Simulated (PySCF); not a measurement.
Radial density of Sn (tin, neutral)

MN15, [Kr] 4d10 5s2 5p1 5d1, one real determinant (an excited configuration). Calculation: PySCF 2.14, in aug-cc-pVTZ-PP with one added diffuse shell each of d, f type with ECP28MDF (6s5p5d3f, 67 functions); scalar relativity through the core potential. This is the valence pseudo-density: the core potential removes the inner electrons and smooths the orbitals near the nucleus.

```tsv
r (bohr)	4πr²ρ (e/bohr)	4πr²(ρα − ρβ)
0.00444	1.456e-05	0.0000
0.00747	3.827e-05	0.0000
0.0126	9.029e-05	0.0000
0.0211	0.0001794	0.0000
0.0356	0.0003216	0.0000
0.0598	0.0006223	0.0000
0.101	0.002880	0.0000
0.169	0.03175	0.0001
0.285	0.5440	0.0016
0.479	7.937	0.0323
0.805	22.70	0.0354
1.35	8.786	0.0743
2.28	2.101	0.4513
3.83	0.4914	0.3074
6.45	0.1411	0.1392
10.8	0.05247	0.0525
18.2	0.001041	0.0010
```

⟨L²⟩ = 8.01 against 12 for a pure F term, so this real determinant mixes terms. Energies and moments cover only the electrons outside the core potential. The outer electron is Rydberg-like, and this basis confines it to a smaller radius and binds it less than a complete one would.
